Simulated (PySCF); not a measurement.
# How the method moves the HOMO and LUMO of `BC[SiH2][SiH3]`

CH₉BSi₂.
Geometry (PBE0-D3(BJ)/def2-SVP, Å), atoms numbered from 1 in this order:
```
atom  x, y, z in Å
B1    -1.7278    0.8821   -0.4625
C2    -1.4140   -0.4915    0.1535
Si3    0.3545   -0.9147   -0.4370
Si4    1.8932    0.7588    0.1481
H5    -1.3926    1.8990    0.1053
H6    -2.2350    0.9744   -1.5580
H7    -2.0395   -1.3266   -0.1989
H8    -1.3364   -0.4948    1.2529
H9     0.3740   -1.1122   -1.9193
H10    0.7600   -2.2039    0.2065
H11    1.7545    1.0896    1.6008
H12    3.2903    0.2899   -0.1065
H13    1.6502    1.9996   -0.6505
```

Basis pcSseg-2 throughout (PySCF), one geometry. One conformer (not necessarily the lowest) at the PBE0-D3(BJ)/def2-SVP geometry, without solvent, vibrations or thermal averaging.

Question: How do the orbital energies, the gap and the dipole change with the method?

Answer: 
```csv
method,kind,HOMO (eV),LUMO (eV),gap (eV),μ (D),SCF cycles
BLYP,GGA,-7.00,-2.28,4.72,1.01,14
B97-D,GGA,-7.11,-2.24,4.88,1.00,14
OPBE,GGA,-7.13,-2.24,4.89,1.02,15
PBE,GGA,-7.14,-2.44,4.70,1.03,14
KT2,GGA,-7.20,-2.47,4.73,0.99,14
LDA,LDA,-7.21,-2.71,4.50,1.05,13
KT3,GGA,-7.22,-2.34,4.88,0.98,14
BP86,GGA,-7.23,-2.50,4.74,1.02,13
B97-2,global hybrid,-8.01,-1.45,6.56,0.96,12
B3LYP,global hybrid,-8.04,-1.69,6.35,0.96,12
PBE0,global hybrid,-8.24,-1.48,6.76,0.97,12
mPW1PW91,global hybrid,-8.27,-1.47,6.80,0.96,12
BHandHLYP,global hybrid,-9.24,-0.47,8.77,0.90,11
CAM-B3LYP,range-separated hybrid,-9.51,-0.41,9.10,0.93,11
wB97X-D,range-separated hybrid,-10.04,0.36,10.40,0.93,12
HF,Hartree–Fock,-10.83,1.84,12.67,0.85,10
LC-wPBE,range-separated hybrid,-10.83,0.75,11.57,0.91,13
```

The HOMO spans 3.83 eV, from BLYP down to LC-wPBE, and the gap runs from 4.50 eV (LDA) to 12.67 eV (HF). Over the methods BLYP (0 %), B97-D (0 %), OPBE (0 %), PBE (0 %), KT2 (0 %), LDA (0 %), KT3 (0 %), BP86 (0 %), B97-2 (21 %), B3LYP (20 %), PBE0 (25 %), mPW1PW91 (25 %), BHandHLYP (50 %), HF (100 %), a straight line through the gap against the share of exact exchange rises by 0.79 eV for each 10 % (correlation coefficient 0.999). The dipole ranges from 0.85 D (HF) to 1.05 D (LDA). This basis has no diffuse functions.
